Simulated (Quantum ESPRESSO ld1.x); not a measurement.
Problem. Radial electron density D(r) = 4 pi r^2 rho(r) of an atom or ion with 13 electrons. Method: scalar-relativistic Kohn-Sham, LDA (Slater exchange, Perdew-Wang correlation), spin-polarised, spherical densities, point nucleus; computed with ld1.x of Quantum ESPRESSO 7.5.

```
   r/bohr * D(r) (the largest magnitude, 16.9, reaches the edge; | marks zero)
 0.009619 |     *
  0.01252 |         *
  0.01631 |              *
  0.02124 |                     *
  0.02765 |                             *
  0.03601 |                                       *
  0.04689 |                                                *
  0.06056 |                                                      *
  0.07886 |                                                      *
   0.1027 |                                                *
   0.1337 |                                       *
   0.1741 |                                  *
   0.2267 |                                      *
   0.2952 |                                               *
   0.3844 |                                                   *
   0.5005 |                                          *
   0.6518 |                         *
   0.8487 |           *
    1.105 |      *
    1.439 |      *
    1.874 |     *
     2.44 |  *
    3.177 |*
    4.137 *
    5.387 *
```

What is the nuclear charge?

Solution. Z = 15. The innermost maximum, from 1s, lies near gamma/Z bohr with gamma = sqrt(1 - (Z/c)^2) = 0.994, here 0.0663 bohr (found: 0.0699), and its height grows with Z. The density is that of the phosphorus ion P2+ in [Ne] 3s2 3p1; the configuration itself is not fixed sharply by these data, and Z only to about a unit. D(r) has 3 maxima, at r = 0.0699, 0.369, 1.40 bohr, and minima at 0.178, 1.27 bohr, inside which lie 2.19, 10.53 electrons.
